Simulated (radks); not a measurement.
The numbers below are computed, except where a source is named.
Spherical quantum dot in the effective-mass picture: electrons in a parabolic well V = omega^2 r^2 / 2 with omega = 0.34, all in effective atomic units (hartree* = m*/eps^2 hartree, bohr* = eps/m* bohr), one dielectric constant everywhere. Level of theory: non-relativistic Kohn-Sham, LDA (Slater exchange, Perdew-Wang correlation), spin-polarised, spherical densities (a radial shooting solver with Libxc functionals). Levels are named by radial order and angular momentum (1s, 1p, 1d, 2s, ...), and open shells are averaged over m.

N = 24, configuration 1s2 1p6 1d10 2s2 1f(up 4, down 0). This is the lowest configuration that the search found. Occupied and some empty levels:

level,occupation,eigenvalue (hartree*),<r> (bohr*)
1s up,1,5.7407,3.664
1s down,1,5.7535,3.571
1p up,3,5.8370,4.349
1p down,3,5.8549,4.303
1d up,5,5.9579,4.810
1d down,5,5.9784,4.792
2s up,1,6.0153,3.875
2s down,1,6.0269,3.925
1f up,4,6.0999,5.169
1f down,0,6.1215,5.168
2p up,0,6.1844,4.375
2p down,0,6.1962,4.392
1g up,0,6.2603,5.471
1g down,0,6.2819,5.479
2d up,0,6.3644,4.822
2d down,0,6.3771,4.825

Energy (hartree*): total 87.9430, kinetic 5.8367, external 31.437, Hartree 56.527, exchange-correlation -5.8569.
